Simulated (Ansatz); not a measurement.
System: C₂H₃N (charge 0, singlet). 
Structure (B3LYP-D3(BJ)/def2-TZVP (Ansatz, a program for electronic structure) minimum search):
SMILES: [C-]#[N+]C
```xyz
6

C     -1.1048     0.0069    -0.0265
N      0.3127    -0.0019     0.0075
C      1.4768    -0.0092     0.0354
H     -1.4600    -0.6890    -0.7861
H     -1.4990    -0.2921     0.9445
H     -1.4620     1.0085    -0.2642
```
Charge 0, spin multiplicity 1.

Atomisation energy built up term by term with Ansatz (kcal/mol; UHF references for open shells; valence terms freeze the core; atomic spin-orbit terms are left out). Basis-set limits of correlation are two-point, X^-3; Hartree-Fock from the larger set.

```csv
term,basis,kcal/mol
Hartree-Fock,cc-pVQZ,414.85
CCSD correlation,"CBS(cc-pVTZ,cc-pVQZ)",?
(T),"CBS(cc-pVTZ,cc-pVQZ)",?
core correlation,cc-pwCVTZ,2.61
scalar relativity (X2C),cc-pVTZ-DK against cc-pVTZ,-0.46
sum: De,,?
```

**Question.** Some entries are withheld; supply them.

**Answer.** 
- CCSD correlation, kcal/mol: 162.31
- (T), kcal/mol: 12.33
- sum: De, kcal/mol: 591.6
